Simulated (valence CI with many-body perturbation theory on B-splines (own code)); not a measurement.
## Missing levels of Al VIII

Calculated by relativistic CI+MBPT: four valence electrons over a frozen Dirac-Fock core [He], radial functions for each j: 11 s, 11 p, 9 d, 7 f, 5 g, 2 h, 1 i, with the one-electron correlation potential Σ1 (screened to all orders), the two-electron term Σ2, the three-electron term Σ3, Breit, model QED; selected single and double excitations, second order for the rest, scaled by the run's own slope (own B-spline code, finite nucleus).

No measured levels were compared; by estimate levels hold to about 100 cm⁻¹ or 0.05 % of their energy and the worst to 300 or 400 cm⁻¹, as in measured light ions of charge 2 to 7. Among the levels kept, up to 270 cm⁻¹ of a level comes from second order outside the variational space, and about a tenth of that is noise between levels of different J, which matters for small intervals.

| Level | E (cm⁻¹) |
| --- | --- |
| 2s2 2p2 3P_0 | 0 |
| 2s2 2p2 3P_1 | ? |
| 2s2 2p2 3P_2 | 4410 |
| 2s2 2p2 1D_2 | 46837 |
| 2s2 2p2 1S_0 | 96440 |
| 2s 2p3 5S°_2 | 133620 |
| 2s 2p3 3D°_3 | 262180 |
| 2s 2p3 3D°_2 | ? |
| 2s 2p3 3D°_1 | 262390 |
| 2s 2p3 3P°_1 | ? |
| 2s 2p3 3P°_2 | ? |
| 2s 2p3 3P°_0 | 309230 |
| 2s 2p3 1D°_2 | 397280 |
| 2s 2p3 3S°_1 | 404430 |
| 2s 2p3 1P°_1 | 444890 |
| 2p4 3P_2 | ? |
| 2p4 3P_1 | 611310 |
| 2p4 3P_0 | 612590 |
| 2p4 1D_2 | 647490 |
| 2p4 1S_0 | ? |

Q: The levels stand in rising order. What does the calculation give for the missing energies?

A: 2s2 2p2 3P_1 1708; 2s 2p3 3D°_2 262290; 2s 2p3 3P°_1 309170; 2s 2p3 3P°_2 309220; 2p4 3P_2 608180; 2p4 1S_0 738830.
